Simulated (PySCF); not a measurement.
## Computed properties of C2H11NSi2, SMILES C[SiH](C)N[SiH3]

Si(H)(NHSiH3)(Me)2 (C2H11NSi2), SMILES N([SiH3])[SiH](C)C. Coordinates come from a B3LYP-D3(BJ)/def2-SVP optimisation. One conformer was computed; it need not be the lowest. All values are computed for the isolated molecule unless a solvent is named; none is compared with measurement here.

**Structure.** All 42 harmonic modes at B3LYP-D3(BJ)/def2-SVP (PySCF) are real, so it is a minimum. With heavy atoms numbered as in [SiH:1]([CH3:2])([CH3:3])[NH:4][SiH3:5], the shortest bond between them is N4–Si5 at 1.742 Å and the longest Si1–C2 at 1.882 Å.

**Vibrations.** The strongest infrared lines (harmonic, unscaled, degenerate partners summed) lie at 920 cm⁻¹ (354 km/mol, H 73 %, Si 14 %, C 8 %), 906 cm⁻¹ (350 km/mol, H 69 %, Si 18 %, C 10 %), 2189 cm⁻¹ (190 km/mol, H 96 %). The softest mode is at 26 cm⁻¹ and the zero-point energy is 77.3 kcal/mol.

**Electronic structure.** ωB97X/def2-TZVP (PySCF) places the frontier levels at -9.59 and 2.33 eV, a gap of 11.92 eV, and gives a dipole moment of 0.90 D and a mean polarisability of 82.4 bohr³. PBE/def2-TZVP (PySCF) at the same geometry gives -5.87 and -0.48 eV, so its gap is 6.53 eV narrower. An orbital gap is neither the optical nor the fundamental gap.

**Excitations.** TDA-M06-2X/def2-SVPD (PySCF) has S1 at 6.32 eV (196 nm, f = 0.008, weak); the most intense of the 10 singlets computed lies at 7.72 eV (f = 0.09). T1 (TDA) is at 6.05 eV, 0.27 eV under S1. TDA-PBE/def2-SVPD (PySCF) puts S1 at 5.43 eV. No vertical singlet excitation falls in the visible range (under 3.1 eV).

**NMR.** GIAO shifts at PBE0/pcSseg-1 (PySCF) (non-relativistic, atoms alike by connectivity averaged): ¹³C at 1.4 ppm against TMS; ¹H from -0.2 to 5.2 ppm against TMS; ²⁹Si from -56.3 to -6.7 ppm against TMS.

**Solvation.** SMD-M06-2X/6-31G* (PySCF) gives 2.2 kcal/mol in water, -1.9 kcal/mol in tetrahydrofuran, -1.8 kcal/mol in benzene (1 M in both phases, gas-phase geometry); of these solvents tetrahydrofuran holds the molecule best.
